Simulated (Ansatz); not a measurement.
Hf3⁻, relaxed as a quartet with UKS PBE-D4/def2-TZVPD in Ansatz, starting from the PBE-D4/def2-TZVPD geometry of the charge -1 doublet. Force threshold 0.02 eV/Å.

In the def2 sets Hf takes a core potential; there is no spin–orbit coupling. The highest occupied level of the charge -1 quartet lies above zero (up to 0.88 eV). It is a level of α spin, whose loss leaves a triplet; that state wasn't run at this geometry and level. The electron is either unbound and held by the finite basis, or the level is raised by self-interaction error. The relaxation made no stability test and no search for a lower SCF solution. The structure comes from a short search, and lower isomers may exist.

Start:

```xyz
3

Hf   -0.3889    1.3489   -0.6317
Hf    1.1575   -0.9648   -0.6454
Hf   -0.7686   -0.3841    1.2771
```

```csv
step,energy (eV),largest force component (eV/Å),SCF passes
1,-3916.0869,0.465,69
2,-3916.1404,0.083,61
3,-3916.1409,0.073,40
4,-3916.1413,0.006,30
```

Force components are those of the run's own axes.

End:

```
atom    x (Å)    y (Å)    z (Å)
 Hf1  -0.3540   1.3583  -0.6830
 Hf2   1.1022  -0.9186  -0.6146
 Hf3  -0.7481  -0.4397   1.2976
```

By distances, no bond broke or formed. The bond that changes most is Hf1–Hf3, from 2.61 to 2.70 Å (atoms count from 1).

No frequencies were taken in this run, so the end may be a saddle point.

It took 12 s on 4 threads of Arm Neoverse V2 on a shared host.
